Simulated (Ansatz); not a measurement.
Ansatz (an electronic-structure program) input (RI-MP2/aug-cc-pVQZ):
A basis named .json is the Basis Set Exchange file of that set.

Ansatz 0.2 input:
```yaml
crystal:
  periodic: [false, false, false]
  atoms:
    - {symbol: C, position_ang: [2.34908940, -0.02717239, 0.08801036]}
    - {symbol: C, position_ang: [1.00900185, -0.60929682, -0.10254426]}
    - {symbol: C, position_ang: [-0.10744636, 0.80668131, -0.27229162]}
    - {symbol: C, position_ang: [-1.44869135, 0.20101286, -0.42047962]}
    - {symbol: F, position_ang: [-1.89611827, -0.37915838, 0.72118312]}
    - {symbol: H, position_ang: [2.74478019, 0.49810858, -0.78136650]}
    - {symbol: H, position_ang: [2.46492242, 0.55628337, 0.99929257]}
    - {symbol: H, position_ang: [2.99567040, -0.92984869, 0.20423871]}
    - {symbol: H, position_ang: [0.53518582, -1.07558999, 0.75990524]}
    - {symbol: H, position_ang: [0.84671655, -1.14815609, -1.03188827]}
    - {symbol: H, position_ang: [0.06881950, 1.33341564, 0.66178801]}
    - {symbol: H, position_ang: [0.25604554, 1.33076276, -1.15219576]}
    - {symbol: H, position_ang: [-2.08019745, 1.10107474, -0.64134563]}
    - {symbol: H, position_ang: [-1.57859964, -0.48097471, -1.26524566]}
basis:
  gaussian:
    orbitals: aug-cc-pVQZ
    fitting: {mean_field: def2-universal-jkfit, correlation: aug-cc-pVQZ-RIFIT.json}
total_charge: 1
magnetization: {spin_polarized: true, initial_magnetization: 1}
correlation: {method: mp2, electrons: outside_noble_gas}
```

Output:

```
Functional definition: HF
integrals: 2.76 GiB planned
539 factors; integrals over basis functions are off by at most 4.2e0 eV
2.34 GiB of device memory are held for the factors and their scratch space
mean field: 6.07 GiB planned
mean field evaluation 1: about -6957.0434 eV, gradient 3.5e1 eV
mean field evaluation 2: about -6962.0666 eV, gradient 1.9e1 eV
mean field evaluation 4: about -6963.4837 eV, gradient 1.8e0 eV
mean field evaluation 8: about -6963.5559 eV, gradient 2.7e-3 eV
mean field -6963.55590174 eV, -255.9059593212 hartree, gradient 2.3e-6 eV, S^2 0.761232; 0 other end points of the search recorded, 0 dependent functions left out
5 core orbitals not correlated
1560 factors; their error is unknown
reference -6963.55590174 eV, -255.9059593212 hartree; 16, 15 occupied and 793, 794 virtual orbitals, 1560 factors
second order -26.74510080 eV of doubles, -0.00000000 eV of singles
Total energy: -6990.30100254 eV, -256.8888236471 hartree
```
